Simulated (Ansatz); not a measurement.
Relaxation of FGe₃H₇O (12 atoms, charge 0, multiplicity 1), to a largest force component of 0.02 eV/Å in at most 40 steps.

The calculation used Ansatz, RKS PBE/def2-SVP.

```xyz
12
Properties=species:S:1:pos:R:3
Ge 0.000 0.000 0.000
F 0.000 0.000 1.680
Ge 2.263 0.000 -0.799
H 2.749 -1.461 -0.978
H 2.331 0.737 -2.161
H 3.174 0.724 0.225
O -0.834 1.444 -0.589
H -1.792 1.214 -0.812
Ge -1.130 -1.958 -0.799
H -1.828 -2.673 0.386
H -2.192 -1.550 -1.852
H -0.103 -2.920 -1.449
```

Task: Where does it end, and by what steps?

Result: The run converged. The force dipped under the threshold on the way, but the program's further checks kept it going. After 24 steps the energy has fallen by 0.334 eV; H10 moved furthest, 1.27 Å.

```csv
step,energy less start (eV),largest force component (eV/Å),accepted
0,0.0000,2.912,yes
1,-0.2019,1.446,yes
2,-0.2401,0.581,yes
3,-0.2719,0.707,yes
4,-0.2743,0.297,yes
5,-0.2964,0.076,yes
6,-0.2998,0.014,yes
7,-0.3012,0.203,yes
8,-0.3042,0.077,yes
9,-0.3082,0.032,yes
10,-0.3111,0.153,yes
11,-0.3141,0.143,yes
12,-0.3181,0.092,yes
13,-0.3211,0.097,yes
14,-0.3231,0.118,yes
15,-0.3258,0.091,yes
16,-0.3290,0.075,yes
17,-0.3300,0.172,yes
18,-0.3312,0.099,yes
19,-0.3330,0.030,yes
20,-0.3333,0.009,yes
21,-0.3335,0.017,yes
22,-0.3336,0.020,yes
23,-0.3336,0.022,yes
24,-0.3337,0.019,yes
```

```xyz
12
Properties=species:S:1:pos:R:3
Ge 0.099 -0.218 -0.086
F 0.249 -0.549 1.656
Ge 2.346 0.198 -0.958
H 3.221 -1.061 -0.730
H 2.264 0.488 -2.479
H 2.971 1.409 -0.224
O -0.744 1.367 -0.222
H -1.650 1.315 0.139
Ge -1.298 -2.056 -0.927
H -2.691 -1.987 -0.246
H -1.484 -1.923 -2.461
H -0.645 -3.426 -0.610
```

Whether the end is a true minimum wasn't checked by a vibrational analysis.

Run time: 56 s on 4 threads of Arm Neoverse V1, with other jobs on the host, peak memory 0.27 GiB.
